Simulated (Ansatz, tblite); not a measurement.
Spin states of the cluster Cd₂Se, each relaxed with PBE-D4/def2-TZVP in Ansatz. Electronic energies in the gas phase.

In the def2 sets Cd takes a core potential; there is no spin–orbit coupling. The xTB rows come from tblite. B3LYP takes the VWN-RPA correlation. Correlated methods freeze 9 core orbitals; core or outer-core shells of Cd, Se are correlated, in sets that lack core-valence functions. The structure comes from a short search, and lower isomers may exist.

Singlet geometry (D∞h within 0.1 Å):

Cartesian coordinates in Å:
```
Cd -0.416 -0.212 -2.485
Cd 0.418 0.213 2.485
Se -0.002 0.000 0.000
```

Triplet geometry (C2v within 0.1 Å):

```xyz
3

Cd   -1.874   -0.214    0.741
Cd    1.877    0.687    0.333
Se   -0.003   -0.474   -1.074
```

Quintet geometry (D∞h within 0.1 Å):

```xyz
3

Cd   -1.790    1.942    0.469
Cd    1.790   -1.942   -0.469
Se    0.000    0.000    0.000
```

⟨S²⟩: triplet 2.01 at PBE0-D4/def2-TZVP (pure 2.00), quintet 6.01 at PBE0-D4/def2-TZVP (pure 6.00).

Run but left out: HF/STO-3G (singlet: restricted singlet, unstable in another Hartree–Fock run and untested here); HF/def2-TZVP, PBE-QIDH/def2-TZVP (singlet: restricted singlet, unstable towards broken spin symmetry).

Only these spin states were relaxed.

(1) Estimate which spin state lies lowest at each of these levels, and by how much: GFN1-xTB; GFN2-xTB; PBE-D4/def2-TZVP; r2SCAN-D4/def2-TZVP; B3LYP-D4/def2-TZVP; PBE0-D4/def2-TZVP; r2SCAN0-D4/def2-TZVP; CAM-B3LYP-D4/def2-TZVP; ωB97X-V/def2-TZVP; RPA@PBE/def2-TZVP; MP2/def2-TZVP.

Answers

(1) 
| level | triplet − singlet (kJ/mol) | quintet − singlet (kJ/mol) | lowest of these | remarks |
| --- | --- | --- | --- | --- |
| GFN1-xTB | 191.7 | 971.1 | singlet | – |
| GFN2-xTB | 130.2 | 959.1 | singlet | – |
| PBE-D4/def2-TZVP | 14.4 | 445.7 | singlet | – |
| r2SCAN-D4/def2-TZVP | -8.3 | 406.6 | triplet | – |
| B3LYP-D4/def2-TZVP | 0.6 | 436.3 | tie | – |
| PBE0-D4/def2-TZVP | -11.8 | 407.9 | triplet | – |
| r2SCAN0-D4/def2-TZVP | -30.1 | 378.0 | triplet | – |
| CAM-B3LYP-D4/def2-TZVP | -25.4 | 415.7 | triplet | – |
| ωB97X-V/def2-TZVP | -42.5 | 403.3 | triplet | – |
| RPA@PBE/def2-TZVP | 5.0 | 408.0 | singlet | – |
| MP2/def2-TZVP | 20.2 | 458.0 | singlet | restricted SCF unstable (singlet) |

Change of the quintet − singlet gap on mixing in exact exchange, in kJ/mol: PBE to PBE0 (25 % exact exchange) -37.8; r2SCAN to r2SCAN0 (25 % exact exchange) -28.6. The xTB methods have no term that favours high spin, so they put low spin too low.
